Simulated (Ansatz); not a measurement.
# Worked example: SiHBr3 + BH3 → SiH2Br2 + BH2Br

Species: SiHBr3 `Br[SiH](Br)Br`, singlet; BH3 (borane) `B`, singlet; SiH2Br2 (dibromosilane) `Br[SiH2]Br`, singlet; BH2Br `BBr`, singlet. The partners trade Br for H: Si–Br and B–H bonds give way to Si–H and B–Br.

Shapes, held fixed at every level: PBE0-D4/def2-TZVP. Programs: Ansatz 0.2.0. The zero-point and thermal change to 298 K, harmonic and unscaled (PBE0-D4/def2-TZVP), is +0.3 kJ/mol.

At CCSD(T)/def2-TZVPP; 1 Eh = 2625.50 kJ/mol:

```
species   energy (Eh)
 SiHBr3  -8007.918035
    BH3    -26.538313
SiH2Br2  -5435.757435
  BH2Br  -2598.702326
```

Work out ΔH(298 K) of the reaction at this level.


1. Products less reactants: (-5435.757435) + (-2598.702326) − [(-8007.918035) + (-26.538313)] = -0.003413 Eh = -9.0 kJ/mol.
2. With the thermal change: -9.0 + (+0.3) = -8.7 kJ/mol.

Other levels give -19.0 (CCSD/def2-SVP) to +2.0 kJ/mol (BHLYP-D4/def2-TZVPP). No measured value is set beside it here. Relativity is left out for Br. Outer-core shells of Br are correlated, in sets that cover them unevenly.
